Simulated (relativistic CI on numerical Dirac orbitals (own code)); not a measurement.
**Hyperfine structure of La42+, mass number 138**

Computed by Dirac-Coulomb-Breit CI, KLI orbitals optimised for each configuration, model QED, unscaled Slater integrals (own radial code, finite nucleus).

Configurations in the expansion (outside the closed core [Ne]): 3s²3p³, 3s3p⁴, 3s²3p²3d, 3p⁵, 3s3p³3d, 3p⁴3d, 3s3p²3d², 3s²3p3d4p, 3p⁴4s, 3s3p²3d4s, 3p⁴4p, 3s²3p²4s, 3s²3p3d², 3s²3d³, 3s3p3d³, 3s²3d²4s, 3p³3d², 3p²3d³, 3p²3d²4s, 3s²3p3d4s, 3s3p3d²4s, 3s²3d4s², 3s3p²3d4p, 3s3p3d²4p, 3p²3d²4p, 3s3p3d4s4p. Double excitations out of closed p, d and f shells are left out; levels of such configurations are missing from the list, as are those of other unlisted configurations, and high levels can miss mixing partners.

Nuclear spin I = 5, μ = 3.7084 μN, Q = 0.39 b (tables of Stone and Pyykkö). The electronic factors are computed for point nuclear moments, without core polarisation or the Bohr-Weisskopf and QED corrections.

```csv
Level,E (cm⁻¹),A (GHz),B (GHz)
3s²3p³ ²D°5/2,825000,137.6,-0.0455
3s²3p³ ²P°1/2,913006,430,
3s²3p³ ²P°3/2,1675703,66.7,-68.6
3s3p⁴ ⁴P5/2,1722938,229,32
3s²3p²3d ⁴D1/2,2079578,155.1,
```

Levels with J = 0, under 50 % of one LS term, or S terms without an open s electron are left out. Small factors come from cancelling terms and can be off by tens of per cent or more.

At this charge energies of transitions that change n are usually good to better than 1 %, and those within a shell (Δn = 0) to a few per cent.

**Question.** Give the hyperfine levels of 3s²3p³ ²P°1/2 relative to its centre of gravity.

**Answer.** With K = F(F + 1) − I(I + 1) − J(J + 1), E = AK/2: F = 9/2: -1290, F = 11/2: 1075 GHz.

LS names give the leading component of a level, which can be under half, so a name can repeat, a term be missing and a line seem to break the LS rules.
